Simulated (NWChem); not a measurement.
The numbers come from NWChem runs, not from measurements. System: HAl, charge 0, spin multiplicity 1, at a geometry optimised with PBE/def2-SVP. The structure started from a generated list of species. Level: RI-MP2/cc-pVQZ, 5 core orbitals frozen.

The NWChem input:

```
start mol
memory heap 200 mb stack 900 mb global 1100 mb
geometry units angstroms nocenter noautoz
  Al     0.000000     0.000000     0.120297
  H      0.000000     0.000000    -1.563858
  symmetry group C2v
end
basis spherical
  * library cc-pvqz
end
basis "ri-mp2 basis" spherical
  * library cc-pvqz-ri
end
scf
  rhf
  nopen 0
  maxiter 100
  thresh 1e-7
  semidirect memsize 60000000 filesize 0
end
mp2
  freeze core 5
end
task rimp2 energy
```

Part of the output:

```
             Northwest Computational Chemistry Package (NWChem) 7.3.0
             --------------------------------------------------------

                                NWChem Input Module
                                -------------------

 Scaling coordinates for geometry "geometry" by  1.889725989
 (inverse scale =  0.529177249)

 Turning off AUTOSYM since
 SYMMETRY directive was detected!

                             Geometry "geometry" -> ""
                             -------------------------

 Output coordinates in angstroms (scale by  1.889725989 to convert to a.u.)

  No.       Tag          Charge          X              Y              Z
 ---- ---------------- ---------- -------------- -------------- --------------
    1 Al                  13.0000     0.00000000     0.00000000     0.12029700
    2 H                    1.0000     0.00000000     0.00000000    -1.56385800

 Effective nuclear repulsion energy (a.u.)       4.0847215589

            Nuclear Dipole moment (a.u.)
            ----------------------------
        X                 Y               Z
 ---------------- ---------------- ----------------
     0.0000000000     0.0000000000     0.0000056692

      Symmetry information
      --------------------

 Group name             C2v
 Group number             16
 Group order               4
 No. of unique centers     2

      Symmetry unique atoms

     1    2


 Summary of "ao basis" -> "" (spherical)
 ------------------------------------------------------------------------------
       Tag                 Description            Shells   Functions and Types
 ---------------- ------------------------------  ------  ---------------------
 *                          cc-pvqz                   on all atoms

 Summary of "ri-mp2 basis" -> "" (spherical)
 ------------------------------------------------------------------------------
       Tag                 Description            Shells   Functions and Types
 ---------------- ------------------------------  ------  ---------------------
 *                         cc-pvqz-ri                 on all atoms

 Summary of "ao basis" -> "ao basis" (spherical)
 ------------------------------------------------------------------------------
       Tag                 Description            Shells   Functions and Types
 ---------------- ------------------------------  ------  ---------------------
 Al                         cc-pvqz                 17       59   6s5p3d2f1g
 H                          cc-pvqz                 10       30   4s3p2d1f

                                 NWChem SCF Module
                                 -----------------

  ao basis        = "ao basis"
  functions       =    89
  atoms           =     2
  closed shells   =     7
  open shells     =     0
  charge          =   0.00
  wavefunction    = RHF
  use symmetry    = T
  symmetry adapt  = T

 Summary of "ao basis" -> "ao basis" (spherical)
 ------------------------------------------------------------------------------
       Tag                 Description            Shells   Functions and Types
 ---------------- ------------------------------  ------  ---------------------
 Al                         cc-pvqz                 17       59   6s5p3d2f1g
 H                          cc-pvqz                 10       30   4s3p2d1f

      Symmetry analysis of basis
      --------------------------

        a1         37
        a2         10
        b1         21
        b2         21

 Forming initial guess at       0.1s

      Superposition of Atomic Density Guess
      -------------------------------------

 Sum of atomic energies:        -242.38076536

      Non-variational initial energy
      ------------------------------

 Total energy =    -242.274609
 1-e energy   =    -345.217746
 2-e energy   =      98.858415
 HOMO         =      -0.192075
 LUMO         =      -0.013198

      Symmetry analysis of molecular orbitals - initial
      -------------------------------------------------

 !! scf_movecs_sym_adapt:   62 vectors were symmetry contaminated

  Symmetry fudging

 !! scf_movecs_sym_adapt:   52 vectors were symmetry contaminated

  Numbering of irreducible representations:

     1 a1          2 a2          3 b1          4 b2

  Orbital symmetries:

     1 a1          2 a1          3 a1          4 b2          5 b1
     6 a1          7 a1          8 b1          9 b2         10 a1
    11 a1         12 b2         13 b1         14 a1         15 b1
    16 b2         17 a1

 Starting SCF solution at       2.3s

 ----------------------------------------------
         Quadratically convergent ROHF

 Convergence threshold     :          1.000E-07
 Maximum no. of iterations :          100
 Final Fock-matrix accuracy:          1.000E-09
 ----------------------------------------------

              iter       energy          gnorm     gmax       time
             ----- ------------------- --------- --------- --------
                 1     -242.4532584849  2.39D-01  1.05D-01      2.4
                 2     -242.4627496653  5.94D-02  2.10D-02      2.4
                 3     -242.4635058637  1.96D-03  1.21D-03      2.5
                 4     -242.4635067999  1.72D-06  6.56D-07      2.6
                 5     -242.4635067999  8.52D-09  4.01D-09      2.7

       Final RHF  results
       ------------------

         Total SCF energy =   -242.463506799889
      One-electron energy =   -345.475346680540
      Two-electron energy =     98.927118321770
 Nuclear repulsion energy =      4.084721558880

        Time for solution =      0.4s

       Symmetry analysis of molecular orbitals - final
       -----------------------------------------------

  Numbering of irreducible representations:

     1 a1          2 a2          3 b1          4 b2

  Orbital symmetries:

     1 a1          2 a1          3 b1          4 b2          5 a1
     6 a1          7 a1          8 b2          9 b1         10 a1
    11 a1         12 b1         13 b2         14 a1         15 a1
    16 a2         17 b2

             Final eigenvalues
             -----------------

              1
    1  -58.4919
    2   -4.9028
    3   -3.2122
    4   -3.2122
    5   -3.2103
    6   -0.4915
    7   -0.2897
    8    0.0224
    9    0.0224
   10    0.1044
   11    0.1442
   12    0.1842
   13    0.1842
   14    0.1872
   15    0.2047
   16    0.2047
   17    0.2060

                       ROHF Final Molecular Orbital Analysis
                       -------------------------------------

 Vector    5  Occ=2.000000D+00  E=-3.210281D+00  Symmetry=a1
              MO Center= -1.3D-17,  1.3D-17,  1.2D-01, r^2= 1.3D-01
   Bfn.  Coefficient  Atom+Function         Bfn.  Coefficient  Atom+Function
  ----- ------------  ---------------      ----- ------------  ---------------
     9      0.993598  1 Al pz

 Vector    6  Occ=2.000000D+00  E=-4.914938D-01  Symmetry=a1
              MO Center= -3.9D-18, -3.1D-17, -8.9D-01, r^2= 1.6D+00
   Bfn.  Coefficient  Atom+Function         Bfn.  Coefficient  Atom+Function
  ----- ------------  ---------------      ----- ------------  ---------------
     5      0.378448  1 Al s                  3      0.321696  1 Al s
    62      0.261243  2 H  s                  4      0.201581  1 Al s

 Vector    7  Occ=2.000000D+00  E=-2.897101D-01  Symmetry=a1
              MO Center= -4.1D-16,  9.5D-16,  2.8D-01, r^2= 3.0D+00
   Bfn.  Coefficient  Atom+Function         Bfn.  Coefficient  Atom+Function
  ----- ------------  ---------------      ----- ------------  ---------------
     5      0.420110  1 Al s                  6      0.299156  1 Al s
    18      0.289471  1 Al pz                 3      0.282853  1 Al s
    62     -0.190782  2 H  s                 63     -0.179444  2 H  s
     4      0.170465  1 Al s                 15      0.166477  1 Al pz

 Vector    8  Occ=0.000000D+00  E= 2.243143D-02  Symmetry=b2
              MO Center=  3.3D-30,  9.7D-18,  1.2D-01, r^2= 6.5D+00
   Bfn.  Coefficient  Atom+Function         Bfn.  Coefficient  Atom+Function
  ----- ------------  ---------------      ----- ------------  ---------------
    20      0.755008  1 Al py                17      0.199353  1 Al py
    14      0.177222  1 Al py

 Vector    9  Occ=0.000000D+00  E= 2.243143D-02  Symmetry=b1
              MO Center=  6.8D-16, -4.1D-31,  1.2D-01, r^2= 6.5D+00
   Bfn.  Coefficient  Atom+Function         Bfn.  Coefficient  Atom+Function
  ----- ------------  ---------------      ----- ------------  ---------------
    19      0.755008  1 Al px                16      0.199353  1 Al px
    13      0.177222  1 Al px

 Vector   10  Occ=0.000000D+00  E= 1.044448D-01  Symmetry=a1
              MO Center= -7.2D-17,  3.2D-17, -5.2D-02, r^2= 1.2D+01
   Bfn.  Coefficient  Atom+Function         Bfn.  Coefficient  Atom+Function
  ----- ------------  ---------------      ----- ------------  ---------------
    63      2.081084  2 H  s                 21      1.888774  1 Al pz
     6     -1.853972  1 Al s                  5      0.535530  1 Al s
    24     -0.294384  1 Al d  0              62     -0.202939  2 H  s
     4     -0.179153  1 Al s

 center of mass
 --------------
 x =   0.00000000 y =   0.00000000 z =   0.11273144

 moments of inertia (a.u.)
 ------------------
           9.840577929039           0.000000000000           0.000000000000
           0.000000000000           9.840577929039           0.000000000000
           0.000000000000           0.000000000000           0.000000000000

  Mulliken analysis of the total density
  --------------------------------------

    Atom       Charge   Shell Charges
 -----------   ------   -------------------------------------------------------
    1 Al  13    12.75   2.00  1.98 -0.03  0.40  1.00  0.46  5.98 -0.01  0.27  0.49  0.13  0.03  0.04  0.02  0.00  0.00  0.00
    2 H    1     1.25   0.06  0.27  0.61  0.31  0.00  0.00  0.01  0.00  0.00  0.00

       Multipole analysis of the density wrt the origin
       ------------------------------------------------

     L   x y z        total         open         nuclear
     -   - - -        -----         ----         -------
     0   0 0 0     -0.000000      0.000000     14.000000

     1   1 0 0      0.000000      0.000000      0.000000
     1   0 1 0     -0.000000      0.000000      0.000000
     1   0 0 1      0.016853      0.000000      0.000006

     2   2 0 0     -9.319031      0.000000      0.000000
     2   1 1 0      0.000000      0.000000      0.000000
     2   1 0 1      0.000000      0.000000      0.000000
     2   0 2 0     -9.319031      0.000000      0.000000
     2   0 1 1     -0.000000      0.000000      0.000000
     2   0 0 2    -15.399282      0.000000      9.405396

                               NWChem RI-MP2 Module
                               --------------------

 Summary of "ri-mp2 basis" -> "ri-mp2 basis" (spherical)
 ------------------------------------------------------------------------------
       Tag                 Description            Shells   Functions and Types
 ---------------- ------------------------------  ------  ---------------------
 Al                        cc-pvqz-ri               38      158   11s9p8d6f3g1h
 H                         cc-pvqz-ri               15       55   5s4p3d2f1g

 SCF Reference Information:
            File: './mol.movecs'
           Title: ''
    Size (AOxMO):     89 x     89
       Total Occ:              14.00
 RI-MP2 Calculation Information:
          Nr. of AO basis functions:         89
     Nr. of fitting basis functions:        213
               Nr. of MO spin cases:          1
        Nr. of MOs to be correlated:         84
     Nr. of occupied MOs correlated:          2
      Nr. of virtual MOs correlated:         82

          RI integral approximation: 'V'
    Threshold for Schwarz screening:  1.000E-09
 Smallest eigenvalue retained in fit  1.000E-08
    Type of storage for MO integrals 'EAF library'

 Transformation block size    2, requiring     1 integral passes.
 XForm_3cInts: Completed     1:    2 pass.
 Energy evaluation using block sizes     2    2
 RIMP2_V_E2: Approx. ints. done (    1:    2,    1:    2)
 RIMP2_V_E2: Copy to B done (    1:    2,    1:    2)
 RIMP2_V_E2: Denominators done (    1:    2,    1:    2)
 RIMP2_V_E2: Completed block (    1:    2,    1:    2)

          -------------------------------------------
          SCF energy                -242.463506799889
          Correlation energy          -0.065816654994
          Total MP2 energy          -242.529323454883
          -------------------------------------------

 -----------------------
 Performance information
 -----------------------

 Timer overhead =  1.37D-07 seconds/call

               Nr. of calls         CPU time (s)                 Wall time (s)                GFlops
             ---------------    -------------------     ------------------------------   -------------------
Name         Min   Avg   Max    Min     Avg     Max     Min     Avg     Max   Mx/calls   Min     Max     Sum
Overall       1     1     1    3.5     3.5     3.5      3.5     3.5     3.5     3.5      0.0     0.0     0.0
3c integr     1     1     1   0.59    0.59    0.59     0.59    0.59    0.59    0.59      0.0     0.0     0.0
Energy        1     1     1   8.16E-3 8.16E-3 8.16E-3  8.16E-3 8.16E-3 8.16E-3 8.16E-3   0.0     0.0     0.0
3c integr     1     1     1   0.59    0.59    0.59     0.59    0.59    0.59    0.59      0.0     0.0     0.0
First 2/3     3     3     3   2.68E-3 2.68E-3 2.68E-3  2.68E-3 2.68E-3 2.68E-3 8.94E-4   0.0     0.0     0.0
Final 1/3     1     1     1   9.25E-4 9.25E-4 9.25E-4  9.25E-4 9.25E-4 9.25E-4 9.25E-4   0.0     0.0     0.0
Write 3c      1     1     1   1.89E-4 1.89E-4 1.89E-4  1.89E-4 1.89E-4 1.89E-4 1.89E-4   0.0     0.0     0.0
Read 3c i     1     1     1   1.22E-4 1.22E-4 1.22E-4  1.22E-4 1.22E-4 1.22E-4 1.22E-4   0.0     0.0     0.0
Fitting b     1     1     1   3.57E-2 3.57E-2 3.57E-2  3.57E-2 3.57E-2 3.57E-2 3.57E-2   0.0     0.0     0.0
Schwarz i     1     1     1   5.69E-2 5.69E-2 5.69E-2  5.69E-2 5.69E-2 5.69E-2 5.69E-2   0.0     0.0     0.0
Form 4ci      1     1     1   6.89E-4 6.89E-4 6.89E-4  6.89E-4 6.89E-4 6.89E-4 6.89E-4   0.0     0.0     0.0
Form A &      1     1     1   6.78E-3 6.78E-3 6.78E-3  6.78E-3 6.78E-3 6.78E-3 6.78E-3   0.0     0.0     0.0
Denominat     1     1     1   2.40E-5 2.40E-5 2.40E-5  2.40E-5 2.40E-5 2.40E-5 2.40E-5   0.0     0.0     0.0
Pair Ener     1     1     1   9.19E-5 9.19E-5 9.19E-5  9.19E-5 9.19E-5 9.19E-5 9.19E-5   0.0     0.0     0.0

 The average no. of pstat calls per process was 1.60D+01
 with a timing overhead of 2.20D-06s

 Task  times  cpu:        3.5s     wall:        3.5s

 Total times  cpu:        3.5s     wall:        3.5s
```
